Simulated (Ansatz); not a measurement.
Species: BGeH$_{4}$, charge 0, doublet. BGeH4 (SMILES [GeH2][BH2], doublet).
B3LYP-D3(BJ)/def2-TZVP minimum from Ansatz (a first-principles code):
```xyz
6

B     -1.5556    -0.3553    -0.4514
Ge     0.3031     0.0692     0.0880
H      1.5324    -0.0076    -0.8322
H      0.7365     0.5258     1.4906
H     -2.4240    -0.2579     0.3527
H     -1.7658    -0.6990    -1.5685
```
Charge 0, spin multiplicity 2.

Total energies in aug-cc-pVDZ, 11 correlated electrons, 15 frozen orbitals. UHF or UKS for unpaired electrons; spin-orbit terms are left out. Cores are frozen in correlated methods (noble-gas shells, and filled d and f shells in the p block). No relativity.

```json
[
 {"method": "HF", "program": "Ansatz", "energy (Eh)": "-2102.28972", "minus CCSDT(Q) (mEh)": "223.33"},
 {"method": "MP2", "program": "Ansatz", "energy (Eh)": "-2102.46564", "minus CCSDT(Q) (mEh)": "47.40"},
 {"method": "CCSD", "program": "Ansatz", "energy (Eh)": "-2102.50566", "minus CCSDT(Q) (mEh)": "7.38"},
 {"method": "CCSD(T)", "program": "Ansatz", "energy (Eh)": "-2102.51162", "minus CCSDT(Q) (mEh)": "1.43"},
 {"method": "CCSDT(Q)", "program": "Ansatz", "energy (Eh)": "-2102.51305", "minus CCSDT(Q) (mEh)": "0.00"}
]
```

Rough core times of Ansatz's runs on a shared machine: CCSD(T) under 20 s, CCSDT(Q) 9 min.
